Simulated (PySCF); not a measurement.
C2H3O2 (SMILES [CH2-]C(=O)O), charge -1, singlet, at a GFN2-xTB geometry (in this run its highest filled SCF level lies above zero, so its values depend strongly on the basis, on diffuse functions most of all). Base run: B3LYP/6-31G (PySCF).

Here is a job for PySCF.
```python
from pyscf import gto, scf, dft

mol = gto.Mole()
mol.atom = '''
    C     0.115006    0.052011   -0.053020
    O     0.262587    1.216662   -0.495616
    O    -1.208255   -0.243273    0.453609
    H    -1.686173    0.584178    0.317914
    C     0.980943   -0.979983    0.033437
    H     0.680039   -1.927420    0.448958
    H     1.995774   -0.876036   -0.313310
'''
mol.basis = '6-31g'
mol.charge = -1
mol.spin = 0
mol.verbose = 4
mol.build()

mf = dft.RKS(mol)
mf.xc = 'b3lyp'
mf.kernel()
```

Each row names what was changed in the base input (with any setting that the change needs).

| change | E (Eh) | HOMO (eV) | HOMO-LUMO gap (eV) | core-seconds (rough) |
|---|---|---|---|---|
| base | -228.38461 | 1.35 | 6.45 | 2 |
| functional = pbe0; dispersion = d3bj | -228.13397 | 1.05 | 7.12 | 3 |
| functional = tpss | -228.41501 | 2.29 | 5.12 | 4 |
| functional = x3lyp | -228.29176 | 1.31 | 6.57 | 2 |
| functional = b3lyp5 | -228.26585 | 1.44 | 6.45 | 2 |
| functional = hf | -227.08125 | -1.93 | 13.62 | 0.5 |
| functional = mn12l | -228.17832 | 1.79 | 6.02 | 3 |
| functional = camb3lyp | ___ | ___ | ___ | 5 |
| functional = tpssh | -228.38699 | 1.76 | 6.02 | 4 |
| functional = m06 | -228.26445 | 0.93 | 7.22 | 3 |
| functional = revpbe | -228.32002 | 2.43 | 4.83 | 2 |
| functional = wb97x_v | -228.30365 | -1.25 | 11.69 | 200 |
| functional = mn15 | -228.12801 | 0.39 | 8.68 | 3 |

### Question
Fill in the missing entries.

### Answer

- functional = camb3lyp, E (Eh): -228.28746
- functional = camb3lyp, HOMO (eV): -0.22
- functional = camb3lyp, HOMO-LUMO gap (eV): 9.40

Total energies compare only within one method and basis.
